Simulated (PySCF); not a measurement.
C$_{4}$H$_{12}$GeO (SMILES CC[O][GeH2][CH2]C), singlet, geometry from GFN2-xTB, atoms displaced at random by about 0.08 Å a coordinate; PySCF with B3LYP/STO-3G, gradient.

PySCF was given this input:
```python
from pyscf import gto, scf, dft

mol = gto.M(
    atom='''
Ge    0.39146808    0.03238447    0.98180894
C     1.99486395   -0.43669665   -0.05536687
C     2.24336822    0.17977252   -1.28129241
O    -0.73921285   -0.22862167   -0.31551880
C    -2.19823258   -0.13323894   -0.12274892
C    -2.89796139   -0.21683176   -1.46447146
H     0.38070300    1.65320615    1.19559129
H     0.07613650   -0.59842855    2.36451477
H     2.91114531   -0.23879955    0.62696842
H     2.11156563   -1.57614308   -0.17460270
H     2.38544343    1.14697254   -1.18757539
H     3.40212883   -0.32761856   -1.91745224
H     1.32421316    0.10500604   -1.80683367
H    -2.63745425   -0.66708975    0.59946939
H    -2.35225553    1.13910490    0.14728037
H    -2.34659789    0.50205321   -2.32386480
H    -2.70330623   -1.16460672   -1.78438364
H    -3.83713271    0.04241792   -1.43215633
''',
    basis='sto-3g',
    verbose=4,
)

mf = dft.RKS(mol)
mf.xc = 'b3lyp'
mf.grids.level = 5
mf.kernel()
g = mf.nuc_grad_method()
g.grid_response = True
grad = g.kernel()
```

Output, abridged:

```
PySCF version 2.14.0

[INPUT] verbose = 4
[INPUT] num. atoms = 18
[INPUT] num. electrons = 76
[INPUT] charge = 0
[INPUT] spin (= nelec alpha-beta = 2S) = 0
[INPUT] symmetry False subgroup None
[INPUT] Mole.unit = angstrom
[INPUT] Symbol           X                Y                Z      unit          X                Y                Z       unit  Magmom
[INPUT]  1 Ge     0.391468080000   0.032384470000   0.981808940000 AA    0.739767457709   0.061197778989   1.855350003250 Bohr   0.0
[INPUT]  2 C      1.994863950000  -0.436696650000  -0.055366870000 AA    3.769746521268  -0.825237068015  -0.104628220674 Bohr   0.0
[INPUT]  3 C      2.243368220000   0.179772520000  -1.281292410000 AA    4.239351532353   0.339720827523  -2.421291740384 Bohr   0.0
[INPUT]  4 O     -0.739212850000  -0.228621670000  -0.315518800000 AA   -1.396909834259  -0.432032342441  -0.596244119151 Bohr   0.0
[INPUT]  5 C     -2.198232580000  -0.133238940000  -0.122748920000 AA   -4.154057534296  -0.251785105727  -0.231961840886 Bohr   0.0
[INPUT]  6 C     -2.897961390000  -0.216831760000  -1.464471460000 AA   -5.476353346664  -0.409752641507  -2.767449976642 Bohr   0.0
[INPUT]  7 H      0.380703000000   1.653206150000   1.195591290000 AA    0.719424404800   3.124106850947   2.259340095015 Bohr   0.0
[INPUT]  8 H      0.076136500000  -0.598428550000   2.364514770000 AA    0.143877133083  -1.130866064621   4.468285332789 Bohr   0.0
[INPUT]  9 H      2.911145310000  -0.238799550000   0.626968420000 AA    5.501267344712  -0.451265748169   1.184798602551 Bohr   0.0
[INPUT] 10 H      2.111565630000  -1.576143080000  -0.174602700000 AA    3.990280734745  -2.978478754328  -0.329951283610 Bohr   0.0
[INPUT] 11 H      2.385443430000   1.146972540000  -1.187575390000 AA    4.507834768343   2.167463972997  -2.244192239374 Bohr   0.0
[INPUT] 12 H      3.402128830000  -0.327618560000  -1.917452240000 AA    6.429091729187  -0.619109351724  -3.623459590534 Bohr   0.0
[INPUT] 13 H      1.324213160000   0.105006040000  -1.806833670000 AA    2.502400202945   0.198432657025  -3.414420788943 Bohr   0.0
[INPUT] 14 H     -2.637454250000  -0.667089750000   0.599469390000 AA   -4.984066198570  -1.260616928005   1.132832967160 Bohr   0.0
[INPUT] 15 H     -2.352255530000   1.139104900000   0.147280370000 AA   -4.445118726694   2.152596288150   0.278319562825 Bohr   0.0
[INPUT] 16 H     -2.346597890000   0.502053210000  -2.323864800000 AA   -4.434427336582   0.948743066859  -4.391468022517 Bohr   0.0
[INPUT] 17 H     -2.703306230000  -1.164606720000  -1.784383640000 AA   -5.108508405530  -2.200787743628  -3.371996380754 Bohr   0.0
[INPUT] 18 H     -3.837132710000   0.042417920000  -1.432156330000 AA   -7.251129925510   0.080158251574  -2.706383231262 Bohr   0.0

nuclear repulsion = 474.673341103346
number of shells = 35
number of NR pGTOs = 165
number of NR cGTOs = 55
basis = sto-3g
ecp = {}

******** <class 'pyscf.dft.rks.RKS'> ********
method = RKS
initial guess = minao
damping factor = 0
level_shift factor = 0
DIIS = <class 'pyscf.scf.diis.CDIIS'>
diis_start_cycle = 1
diis_space = 8
diis_damp = 0
SCF conv_tol = 1e-09
SCF conv_tol_grad = None
SCF max_cycles = 50
direct_scf = True
direct_scf_tol = 1e-13
XC library pyscf.dft.libxc version 7.1.2
    S. Lehtola, C. Steigemann, M. J. T. Oliveira, and M. A. L. Marques,  SoftwareX 7, 1–5 (2018)
XC functionals = b3lyp
    P. J. Stephens, F. J. Devlin, C. F. Chabalowski, and M. J. Frisch,  J. Phys. Chem. 98, 11623 (1994)
radial grids:
    Treutler-Ahlrichs [JCP 102, 346 (1995); DOI:10.1063/1.469408] (M4) radial grids

becke partition: Becke, JCP 88, 2547 (1988); DOI:10.1063/1.454033
pruning grids: <function nwchem_prune>
grids dens level: 5
symmetrized grids: False
atomic radii adjust function: <function treutler_atomic_radii_adjust>
small_rho_cutoff = 0
Set gradient conv threshold to 3.16228e-05
Initial guess from minao.
tot grids = 542112
init E= -2282.84851132555
  HOMO = -0.41954249412159  LUMO = -0.15748514652929  gap/eV = 7.13094
cycle= 1 E= -2284.62880561976  delta_E= -1.78  |g|= 0.721  |ddm|= 4.92
  HOMO = 0.12149355651491  LUMO = 0.219995573049036  gap/eV = 2.68038
cycle= 2 E= -2284.42762382215  delta_E= 0.201  |g|= 1.15  |ddm|= 2.73
  HOMO = -0.0915601409158581  LUMO = 0.198822692051128  gap/eV = 7.90172
cycle= 3 E= -2284.82821780193  delta_E= -0.401  |g|= 0.131  |ddm|=  1.7
  HOMO = -0.111743876031919  LUMO = 0.188557272736572  gap/eV = 8.17161
cycle= 4 E= -2284.83366654288  delta_E= -0.00545  |g|= 0.0494  |ddm|= 0.286
  HOMO = -0.120527746375998  LUMO = 0.192042170270507  gap/eV = 8.50546
cycle= 5 E= -2284.83449741852  delta_E= -0.000831  |g|= 0.00985  |ddm|= 0.0811
  HOMO = -0.119402452870206  LUMO = 0.191365714203814  gap/eV = 8.45643
cycle= 6 E= -2284.83452951042  delta_E= -3.21e-05  |g|= 0.00136  |ddm|= 0.0159
  HOMO = -0.119263797476873  LUMO = 0.191384411841088  gap/eV = 8.45317
cycle= 7 E= -2284.83453024394  delta_E= -7.34e-07  |g|= 0.000207  |ddm|= 0.00257
  HOMO = -0.119259627800241  LUMO = 0.191395226702904  gap/eV = 8.45335
cycle= 8 E= -2284.83453025836  delta_E= -1.44e-08  |g|= 7.79e-05  |ddm|= 0.000408
  HOMO = -0.119257559742775  LUMO = 0.19139663354005  gap/eV = 8.45333
cycle= 9 E= -2284.83453026044  delta_E= -2.08e-09  |g|= 1.34e-05  |ddm|= 0.000132
  HOMO = -0.119257343912402  LUMO = 0.191394745861376  gap/eV = 8.45327
cycle= 10 E= -2284.83453026052  delta_E= -8.09e-11  |g|= 2.46e-06  |ddm|= 3.11e-05
  HOMO = -0.119257295289875  LUMO = 0.191395058405812  gap/eV = 8.45328
Extra cycle  E= -2284.83453026051  delta_E= 1.36e-11  |g|= 1.98e-06  |ddm|= 8.41e-06
converged SCF energy = -2284.83453026051

******** <class 'pyscf.grad.rks.Gradients'> for <class 'pyscf.dft.rks.RKS'> ********
unit = Eh/Bohr
grid_response = True
--------------- RKS gradients ---------------
         x                y                z
0 Ge     0.0064609042    -0.0381491643    -0.0121004377
1 C    -0.0368373568     0.0942813386    -0.1676350355
2 C    -0.0843645216     0.0858775460     0.1392920115
3 O     0.0119830537     0.0246180649     0.0000774211
4 C    -0.0740759630    -0.2034127789     0.0477261252
5 C    -0.1613844344    -0.0551861155     0.0607492913
6 H    -0.0025056430     0.0519310881     0.0032174694
7 H    -0.0120408297    -0.0137327154     0.0408349312
8 H     0.0294592793     0.0028487245     0.0142016181
9 H     0.0173334985    -0.0292619376    -0.0037341966
10 H    -0.0289169306    -0.1280354334    -0.0112176157
11 H     0.1002166040    -0.0391730264    -0.0443232021
12 H     0.0178904509     0.0109616326     0.0467641965
13 H     0.0445258118     0.0660978637    -0.0818542591
14 H     0.0009751586     0.0817037443    -0.0002213362
15 H     0.0334120646     0.0416674198    -0.0610548335
16 H     0.0040521439     0.0756292083     0.0356912816
17 H     0.1338167097    -0.0286654593    -0.0064134296
----------------------------------------------
```
